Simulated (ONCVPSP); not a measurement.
**Transferability test, ONCV potential for beryllium (Be)**

| Item | Value |
| --- | --- |
| Element | Be (Z = 4) |
| Generator | ONCVPSP 4.0.1 |
| Type | optimised norm-conserving Vanderbilt (ONCV) |
| Functional | PBEsol |
| Relativity | scalar-relativistic |
| Frozen core | [He] |
| Valence charge | 2 |
| Reference configuration | 2s2 |
| Partial waves | 2s: rc 1.95 bohr, ncon 4, nbas 9, qcut 3.2 1/bohr, 2 projectors, debl 2.3 Ha; p scattering state at 0.1 Ha: rc 2.00 bohr, ncon 4, nbas 9, qcut 4.1 1/bohr, 1 projector |
| Local potential | polynomial inside 1.35 bohr (lpopt 5, dvloc0 1 Ha) |
| Core correction | polynomial model core, fcfact 0.6 |

In the p channel the program set the typed energies aside and used 0.050 Ha.

Energies are relative to the spin-unpolarised reference configuration 2s2; without spin polarisation the order of configurations can differ from experiment.

```csv
valence configuration,charge,ΔE all-electron (eV),error AE − PS (meV)
2s1,+1,9.458,+0.8
2s1.5,+0.5,3.721,+0.2
2s1 2p1,0,3.594,-3.5
```

(1) What are ΔE and the potential's error for 2s0 2p2?

## Answers

(1) ΔE = 7.212 eV all-electron; the error (AE − PS) is -10 meV.
